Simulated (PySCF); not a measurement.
input.py for H2O3Te

Input:

```python
from pyscf import gto, dft

mol = gto.M(
    atom='Te 0.0817 -0.0295 -0.2367; O 1.4226 -0.0797 0.9616; O -0.8298 1.6461 0.2677; O -1.1705 -1.3511 0.5235; H -0.496 1.8657 1.1454; H -0.8775 -1.4897 1.4317',
    basis='x2c-svpall',
    charge=0,
    spin=0,
    verbose=4,
)
mf = dft.RKS(mol, xc='m06l')
mf = mf.sfx2c1e()
field = 0.05  # electric field along z, atomic units
h = mf.get_hcore() + field*mol.intor('int1e_r')[2]
mf.get_hcore = lambda *args: h
e_nuc = mol.energy_nuc() - field*mol.atom_charges() @ mol.atom_coords()[:, 2]
mf.energy_nuc = lambda *args: e_nuc
mf.kernel()
mf.analyze()
print('orbital energies (hartree):', mf.mo_energy[..., max(0, mol.nelec[1]-3):mol.nelec[0]+3].round(4))
```

```bash
$ OMP_NUM_THREADS=1 python input.py
```

The log (some set-up lines and the per-cycle HOMO/LUMO lines with their warnings removed):

```
PySCF version 2.14.0

[INPUT] Symbol           X                Y                Z      unit          X                Y                Z       unit  Magmom
[INPUT]  1 Te     0.081700000000  -0.029500000000  -0.236700000000 AA    0.154390624377  -0.055746920675  -0.447298173685 Bohr   0.0
[INPUT]  2 O      1.422600000000  -0.079700000000   0.961600000000 AA    2.688324384806  -0.150611172128   1.817160641382 Bohr   0.0
[INPUT]  3 O     -0.829800000000   1.646100000000   0.267700000000 AA   -1.568094738164   3.110678173647   0.505879683546 Bohr   0.0
[INPUT]  4 O     -1.170500000000  -1.351100000000   0.523500000000 AA   -2.211924428803  -2.553208966900   0.989271626210 Bohr   0.0
[INPUT]  5 H     -0.496000000000   1.865700000000   1.145400000000 AA   -0.937304157784   3.525662030601   2.164492303077 Bohr   0.0
[INPUT]  6 H     -0.877500000000  -1.489700000000   1.431700000000 AA   -1.658234674306  -2.815125007765   2.705520892540 Bohr   0.0

nuclear repulsion = 417.232267834415
number of shells = 16
number of NR pGTOs = 191
number of NR cGTOs = 88
basis = x2c-svpall
ecp = {}

******** <class 'pyscf.x2c.sfx2c1e.sfX2C1eRKS'> ********
method = sfX2C1eRKS
initial guess = minao
damping factor = 0
level_shift factor = 0
DIIS = <class 'pyscf.scf.diis.CDIIS'>
SCF conv_tol = 1e-09
SCF max_cycles = 50
XC functionals = m06l

grids dens level: 3

******** <class 'pyscf.x2c.sfx2c1e.SpinFreeX2CHelper'> ********
approx = 1e
xuncontract = 1
Initial guess from minao.
tot grids = 83824
init E= -7020.05438658448
cycle= 1 E= -7019.48505525029  delta_E= 0.569  |g|= 1.27  |ddm|= 3.19
cycle= 2 E= -7017.0634355438  delta_E= 2.42  |g|= 3.14  |ddm|=  4.3
cycle= 3 E= -7019.26035988172  delta_E= -2.2  |g|= 1.53  |ddm|= 4.01
cycle= 4 E= -7019.80639318952  delta_E= -0.546  |g|= 0.14  |ddm|= 1.44
cycle= 5 E= -7019.81002786651  delta_E= -0.00363  |g|= 0.107  |ddm|= 0.365
cycle= 6 E= -7019.81232874043  delta_E= -0.0023  |g|= 0.0644  |ddm|= 0.17
cycle= 7 E= -7019.81321560893  delta_E= -0.000887  |g|= 0.0166  |ddm|= 0.0631
cycle= 8 E= -7019.81328257967  delta_E= -6.7e-05  |g|= 0.00467  |ddm|= 0.0144
cycle= 9 E= -7019.81328767345  delta_E= -5.09e-06  |g|= 0.000891  |ddm|= 0.00439
cycle= 10 E= -7019.81328786681  delta_E= -1.93e-07  |g|= 0.000157  |ddm|= 0.00102
cycle= 11 E= -7019.81328787188  delta_E= -5.06e-09  |g|= 4.86e-05  |ddm|= 0.000153
cycle= 12 E= -7019.81328787245  delta_E= -5.78e-10  |g|= 7.27e-06  |ddm|= 4.76e-05
Extra cycle  E= -7019.81328787224  delta_E= 2.17e-10  |g|= 3.18e-05  |ddm|= 3.99e-05
converged SCF energy = -7019.81328787224
**** SCF Summaries ****
Total Energy =                       -7019.813287872237197
Nuclear Repulsion Energy =             416.826817645758808
One-electron Energy =               -10458.707743409624527
Two-electron Energy =                 3022.067637891628237
Two-electron Coulomb Energy =         3226.028936957894530
DFT Exchange-Correlation Energy =     -203.961299066266292
**** MO energy ****
[28 lines left out]
MO #29  energy= -0.871139410124969 occ= 2
MO #30  energy= -0.586054079583706 occ= 2
MO #31  energy= -0.440905863062801 occ= 2
MO #32  energy= -0.410991306946558 occ= 2
MO #33  energy= -0.360502122659009 occ= 2
MO #34  energy= -0.340076969935332 occ= 2
MO #35  energy= -0.294445412972661 occ= 2
MO #36  energy= -0.273752612276198 occ= 2
MO #37  energy= -0.262758483669995 occ= 2
MO #38  energy= -0.227086213855245 occ= 2
MO #39  energy= -0.223638793762565 occ= 2
MO #40  energy= -0.0689497503016709 occ= 0
MO #41  energy= -0.0640793685805119 occ= 0
MO #42  energy= -0.00146423465492651 occ= 0
[46 lines left out]
 ** Mulliken pop on meta-lowdin orthogonal AOs  **
 ** Mulliken pop  **
pop of  0 Te 1s           2.00000
pop of  0 Te 2s           2.00000
pop of  0 Te 3s           2.00000
pop of  0 Te 4s           1.99999
pop of  0 Te 5s           1.68527
pop of  0 Te 6s           0.02850
pop of  0 Te 2px          2.00000
pop of  0 Te 2py          2.00000
pop of  0 Te 2pz          2.00000
pop of  0 Te 3px          1.99999
pop of  0 Te 3py          1.99999
pop of  0 Te 3pz          1.99999
[76 lines left out]
 ** Mulliken atomic charges  **
charge of    0Te =      1.29099
charge of    1O =     -0.64412
charge of    2O =     -0.72473
charge of    3O =     -0.69752
charge of    4H =      0.38362
charge of    5H =      0.39175
Dipole moment(X, Y, Z, Debye): -0.06181, -0.13235,  3.69393
orbital energies (hartree): [-0.2628 -0.2271 -0.2236 -0.0689 -0.0641 -0.0015]
```

In short: E(SCF) = -7019.813288 Eh, 12 cycles, μ(SCF) = 3.70 D.

Hardware: Arm Neoverse N1, 1 thread, shared host. Wall time 25 s.
